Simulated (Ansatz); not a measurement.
singlet silylene (H2Si), singlet, at a GFN2-xTB geometry. Base run: CCSD/def2-SVP in Ansatz (a first-principles code).

The Ansatz input:
Ansatz 0.2 input:
```yaml
crystal:
  periodic: [false, false, false]
  atoms:
    - {symbol: Si, position_ang: [-0.00666824, -0.00277970, 0.12275926]}
    - {symbol: H, position_ang: [0.04778718, 1.13172388, -0.83406892]}
    - {symbol: H, position_ang: [0.04556812, -1.09280805, -0.88456070]}
basis:
  gaussian:
    orbitals: def2-SVP
magnetization: {spin_polarized: false}
correlation: {method: ccsd}
```

Variants of this job, named by their change:

| change | ΔE vs base (kcal/mol) | MP2 correlation (Eh) | CC correlation without the perturbative part (Eh) | basis functions |
|---|---|---|---|---|
| base | 0.000 | -0.08661 | -0.11409 | 28 |
| method = bccd_t | (withheld) | -0.08661 | (withheld) | 28 |
| accuracy = high | 0.000 | -0.08661 | -0.11409 | 28 |
| diis_vectors = 2 | 0.000 | -0.08661 | -0.11409 | 28 |
| fitting = cc-pVTZ-JKFIT (mean field), cc-pVTZ-RIFIT (correlation) | 0.006 | -0.08659 | -0.11409 | 28 |
| reference functional = pbe0 | (withheld) | - | (withheld) | 28 |
| method = rpa | (withheld) | - | - | 28 |
| method = mp2 | 17.25 | -0.08661 | - | 28 |
| electrons = all | -4.98 | -0.09504 | -0.12203 | 28 |
| diis_vectors = 4 | 0.000 | -0.08661 | -0.11409 | 28 |

Q: What belongs in the gaps?

A: 
- method = bccd_t, ΔE vs base (kcal/mol): -1.35
- method = bccd_t, CC correlation without the perturbative part (Eh): -0.11401
- reference functional = pbe0, ΔE vs base (kcal/mol): 0.92
- reference functional = pbe0, CC correlation without the perturbative part (Eh): -0.11773
- method = rpa, ΔE vs base (kcal/mol): -8.11
